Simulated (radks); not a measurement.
Values are calculated unless marked as measured or tabulated.
Question: Species: the carbon ion C3+. Configuration: [He] 2s1. Code: a radial shooting solver on a logarithmic mesh with Libxc functionals. Model: non-relativistic Kohn-Sham, LDA (Slater exchange, Perdew-Wang correlation), spin-polarised, spherical densities, point nucleus; open shells are filled with parallel spins first. Some entries of the table are withheld. Estimate them.

orbital  occ.  eigenvalue (eV)  <r^2> (bohr^2)  r(max) (bohr)
1s up       1        -329.3285         0.09954            (1)
1s down     1        -328.2290         0.09913            (2)
2s up       1              (3)           1.907          1.081
2s down     0              (4)           2.004          1.085
2p up       0         -49.4248           1.707         0.9431
2p down     0         -44.8583           1.791         0.9307
3s up       0         -20.2408           11.26          2.949
3s down     0         -19.2859           12.20          3.076

Answer: 
(1) 1s up r(max) (bohr): 0.1749
(2) 1s down r(max) (bohr): 0.1751
(3) 2s up eigenvalue (eV): -57.2573
(4) 2s down eigenvalue (eV): -52.3624
